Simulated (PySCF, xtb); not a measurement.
HfO2, SMILES [O]=[Hf]=[O], multiplicity 1.

GFN2-xTB (xtb) at its own geometry gives an orbital gap of 2.48 eV and a dipole moment of 8.04 D.

Geometry optimised at PBE-D3(BJ)/def2-TZVP. The multiplicity is an assumed one; other spin states were not compared. The isomer is the one that the SMILES or the coordinates give; other isomers of the formula were not compared. The def2 effective core potentials stand for the cores of Hf; spin–orbit coupling is left out.

Q: What does HF/def2-TZVPD (PySCF) give? (The exact figures need the calculation; the answer reports its results.)

A: gap 8.72 eV (levels -10.31 and -1.59 eV), dipole 10.08 D.
